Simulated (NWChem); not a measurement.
System: H3PO4, triplet; SMILES of the neutral closed-shell parent O=P(O)(O)O

Input file for NWChem:

```
start job
memory heap 200 mb stack 900 mb global 1100 mb
geometry units angstroms noautosym nocenter noautoz
  O      1.382671    -0.031492     0.389972
  P     -0.126677     0.055311    -0.217526
  O     -1.270667     0.114172     0.914249
  O     -0.083967     1.721606    -0.365315
  O     -0.268310    -1.666423    -0.205624
  H      1.616245    -0.952532     0.567581
  H      0.736565     2.065998     0.018883
  H     -1.092716    -1.949056    -0.623957
end
basis spherical
  * library 6-31g*
end
dft
  odft
  mult 3
  xc hfexch
  iterations 150
  mulliken
end
task dft energy
esp
  recalculate
  probe 0.07
  range 0.3
  factor 1.0
  spacing 0.02
end
task esp
```

Geometry: optimised at PBE0/def2-SVP, spin-unrestricted. This spin state was assumed; another may lie lower. No stability test was run on the SCF state.

Atomic charges in e: unrestrained fits to the electrostatic potential beside Mulliken populations; buried atoms are poorly determined by the fit.

Atoms are numbered as in the input.

Question: What results follow from this input? (UHF/6-31G* (spherical d).) Quantities: ESP O1; Mulliken O1; ESP P2; Mulliken P2; ESP O3; Mulliken O3; ESP O4; Mulliken O4; ESP O5; Mulliken O5; relative RMS misfit of the potential (%).

Answer: 
```json
{
 "ESP O1": "-0.66",
 "Mulliken O1": "-0.87",
 "ESP P2": "0.89",
 "Mulliken P2": "1.54",
 "ESP O3": "-0.19",
 "Mulliken O3": "-0.38",
 "ESP O4": "-0.71",
 "Mulliken O4": "-0.86",
 "ESP O5": "-0.71",
 "Mulliken O5": "-0.90",
 "relative RMS misfit of the potential (%)": "29"
}
```
